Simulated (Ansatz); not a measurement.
A search over several starts for the lowest SCF solution of VCl₃⁻ at the given spin, in a small basis.

```yaml
crystal:
  periodic: [false, false, false]
  atoms:
    - {symbol: V, position_ang: [0.055107, -0.000574, -0.000017]}
    - {symbol: Cl, position_ang: [2.207134, -0.029067, 0.012683]}
    - {symbol: Cl, position_ang: [-1.107940, 1.820916, -0.016081]}
    - {symbol: Cl, position_ang: [-1.154301, -1.791275, 0.003415]}
basis:
  gaussian: {orbitals: def2-SVP}
total_charge: -1
magnetization: {spin_polarized: true, initial_magnetization: 3}
hamiltonian: {xc: pbe0, dispersion: d4}
output: {orbitals: {seedname: orbitals}}
```

```sh
$ ansatz run in.yaml --threads 2 --pin off --events-out ev --progress --plain --max-ram 4352MiB
```

Output, abridged:

```
Functional definition: PBE0
824 factors; integrals over basis functions are off by at most 4.3e-4 eV
mean field evaluation 1: about -63228.2490 eV, gradient 9.4e0 eV
mean field evaluation 2: about -63227.8044 eV, gradient 1.4e1 eV
mean field evaluation 4: about -63228.9123 eV, gradient 6.7e-1 eV
mean field evaluation 8: about -63229.0019 eV, gradient 2.7e-2 eV
mean field evaluation 16: about -63229.0019 eV, gradient 7.1e-4 eV
mean field evaluation 32: about -63229.0027 eV, gradient 7.9e-6 eV
mean field evaluation 64: about -63229.0025 eV, gradient 3.0e-3 eV
mean field -63229.00272421 eV, -2323.6229919572 hartree, gradient 3.6e-6 eV, S^2 3.764233; 6 other end points of the search recorded, 0 dependent functions left out
reference -63229.00278497 eV, -2323.6229941904 hartree; 39, 36 occupied and 46, 49 virtual orbitals, 824 factors
Total energy: -63229.13318675 eV, -2323.6277863671 hartree
```

It took 11 s on 2 threads of AMD EPYC 9R45 on a shared host.
